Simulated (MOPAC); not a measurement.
Input for MOPAC: PM6 on CH6BeGe (SMILES [CH3][Be][GeH3]), a point of a bond scan (R = 2.958 Å).

```
PM6 1SCF PRECISE CHARGE=0 THREADS=1
CH6BeGe

Be    -0.18384765 1     1.04916504 1    -0.75458802 1
C     -0.41926256 1     2.39260940 1    -1.72082973 1
H     -2.59969057 1     4.11600077 1    -0.70864177 1
H     -0.68259427 1     2.11781029 1    -2.74808870 1
H      0.47837929 1     3.01783564 1    -1.77956966 1
Ge     0.12640089 1    -0.72133305 1     0.51880234 1
H      0.98119774 1    -1.81784029 1    -0.15781112 1
H      0.84789286 1    -0.39872335 1     1.84778085 1
H     -1.19190946 1    -1.41964363 1     0.92528940 1
```

It printed:

```
*******************************************************************************
 **                                                                           **
 **                              MOPAC v23.2.5                                **
 **                                                                           **
 *******************************************************************************
 ** MOPAC's Digital Object Identifier: https://doi.org/10.5281/zenodo.6511958 **
 **                                                                           **
 ** Please cite the open-source release paper for use of this MOPAC version:  **
 ** J. E. Moussa and J. J. P. Stewart (2026)                                  **
 ** MOPAC: An open-source semiempirical molecular orbital program             **
 ** J. Open Source Softw., 11(119), 8025, https://doi.org/10.21105/joss.08025 **
 *******************************************************************************

                              PM6 CALCULATION RESULTS

 *******************************************************************************
 *  PM6        - The PM6 Hamiltonian to be used
 *
 *
 *
 *                 CHARGE ON SYSTEM = 0
 *
 *
 *
 *  PRECISE    - TIGHTER CRITERIA TO BE USED
 *  1SCF       - DO 1 SCF AND THEN STOP
 *  THREADS=1  - MULTI-THREADING NOT USED
 *  T=         - A TIME OF 172800.0 SECONDS REQUESTED
 *  DUMP=N     - RESTART FILE WRITTEN EVERY 7200.0 SECONDS REQUESTED
 *******************************************************************************
PM6 1SCF PRECISE CHARGE=0 THREADS=1
 CH6BeGe

   ATOM   CHEMICAL          X               Y               Z
  NUMBER   SYMBOL      (ANGSTROMS)     (ANGSTROMS)     (ANGSTROMS)

     1      Be         -0.18384765  *   1.04916504  *  -0.75458802  *
     2       C         -0.41926256  *   2.39260940  *  -1.72082973  *
     3       H         -2.59969057  *   4.11600077  *  -0.70864177  *
     4       H         -0.68259427  *   2.11781029  *  -2.74808870  *
     5       H          0.47837929  *   3.01783564  *  -1.77956966  *
     6      Ge          0.12640089  *  -0.72133305  *   0.51880234  *
     7       H          0.98119774  *  -1.81784029  *  -0.15781112  *
     8       H          0.84789286  *  -0.39872335  *   1.84778085  *
     9       H         -1.19190946  *  -1.41964363  *   0.92528940  *



          CARTESIAN COORDINATES

    NO.       ATOM           X           Y           Z

     1        Be         -0.1838      1.0492     -0.7546
     2         C         -0.4193      2.3926     -1.7208
     3         H         -2.5997      4.1160     -0.7086
     4         H         -0.6826      2.1178     -2.7481
     5         H          0.4784      3.0178     -1.7796
     6        Ge          0.1264     -0.7213      0.5188
     7         H          0.9812     -1.8178     -0.1578
     8         H          0.8479     -0.3987      1.8478
     9         H         -1.1919     -1.4196      0.9253

 General Reference for PM6:
 "Optimization of Parameters for Semiempirical Methods V: Modification of NDDO Approximations
 and Application to 70 Elements", J. J. P. Stewart, J. Mol. Mod., 13, 1173-1213 (2007)
 URL: https://link.springer.com/article/10.1007/s00894-007-0233-4

           Empirical Formula: C H6 Be Ge  =     9 atoms



      MOLECULAR POINT GROUP   :   C1


      RHF CALCULATION, NO. OF DOUBLY OCCUPIED LEVELS = 8


 -------------------------------------------------------------------------------
 PM6 1SCF PRECISE CHARGE=0 THREADS=1
 CH6BeGe



     1SCF WAS SPECIFIED, SO BFGS WAS NOT USED
     SCF FIELD WAS ACHIEVED


                              PM6 CALCULATION
                                                       MOPAC v23.2.5 Linux




          FINAL HEAT OF FORMATION =        238.47820 KCAL/MOL =     997.79277 KJ/MOL


          COSMO AREA              =        137.09 SQUARE ANGSTROMS
          COSMO VOLUME            =        120.15 CUBIC ANGSTROMS

          IONIZATION POTENTIAL    =          7.244141 EV
          HOMO LUMO ENERGIES (EV) =         -7.244 -1.855
          NO. OF FILLED LEVELS    =          8
          MOLECULAR WEIGHT        =         99.6606         POINT GROUP:  C1

          MOLECULAR DIMENSIONS (Angstroms)

            Atom       Atom       Distance
            H     7    H     3     6.95246
            H     5    H     9     4.46422
            H     4    H     8     3.63154


          SCF CALCULATIONS        =          1





   ATOM   CHEMICAL          X               Y               Z
  NUMBER   SYMBOL      (ANGSTROMS)     (ANGSTROMS)     (ANGSTROMS)

     1      Be         -0.18384765  *   1.04916504  *  -0.75458802  *
     2       C         -0.41926256  *   2.39260940  *  -1.72082973  *
     3       H         -2.59969057  *   4.11600077  *  -0.70864177  *
     4       H         -0.68259427  *   2.11781029  *  -2.74808870  *
     5       H          0.47837929  *   3.01783564  *  -1.77956966  *
     6      Ge          0.12640089  *  -0.72133305  *   0.51880234  *
     7       H          0.98119774  *  -1.81784029  *  -0.15781112  *
     8       H          0.84789286  *  -0.39872335  *   1.84778085  *
     9       H         -1.19190946  *  -1.41964363  *   0.92528940  *

                             CARTESIAN COORDINATES

   1   Be       -0.183847650     1.049165040    -0.754588020
   2    C       -0.419262560     2.392609400    -1.720829730
   3    H       -2.599690570     4.116000770    -0.708641770
   4    H       -0.682594270     2.117810290    -2.748088700
   5    H        0.478379290     3.017835640    -1.779569660
   6   Ge        0.126400890    -0.721333050     0.518802340
   7    H        0.981197740    -1.817840290    -0.157811120
   8    H        0.847892860    -0.398723350     1.847780850
   9    H       -1.191909460    -1.419643630     0.925289400


           Empirical Formula: C H6 Be Ge  =     9 atoms



      MOLECULAR POINT GROUP   :   C1


                  EIGENVALUES
 -21.95521 -18.39970 -12.98419 -11.68484 -11.65842 -11.37571 -10.15292  -7.24414
  -1.85470   1.64432   2.51315   2.52120   3.89972   3.92408   4.02352   5.33954
   6.54638   7.26889


              NET ATOMIC CHARGES AND DIPOLE CONTRIBUTIONS

  ATOM NO.   TYPE          CHARGE      No. of ELECS.   s-Pop       p-Pop
    1         Be           0.594369        1.4056     0.69677     0.70886
    2          C          -0.611680        4.6117     1.18648     3.42520
    3          H           0.148392        0.8516     0.85161
    4          H           0.136712        0.8633     0.86329
    5          H           0.136712        0.8633     0.86329
    6         Ge          -0.930152        4.9302     1.26720     3.66296
    7          H           0.174469        0.8255     0.82553
    8          H           0.175454        0.8245     0.82455
    9          H           0.175724        0.8243     0.82428
 DIPOLE           X         Y         Z       TOTAL
 POINT-CHG.    -1.314     2.437    -0.689     2.853
 HYBRID         0.424    -0.806     0.240     0.942
 SUM           -0.890     1.630    -0.448     1.911


          ATOMIC ORBITAL ELECTRON POPULATIONS

     Atom    s        px        py        pz
    1 Be   0.69677   0.06562   0.41992   0.22332
    2  C   1.18648   1.09414   1.14903   1.18203
    3  H   0.85161
    4  H   0.86329
    5  H   0.86329
    6 Ge   1.26720   1.16630   1.27567   1.22098
    7  H   0.82553
    8  H   0.82455
    9  H   0.82428

 **********************
 *                    *
 * JOB ENDED NORMALLY *
 *                    *
 **********************




 == MOPAC DONE ==
```

The run finished.

Cost: about 0.03 core-seconds (a rough figure).
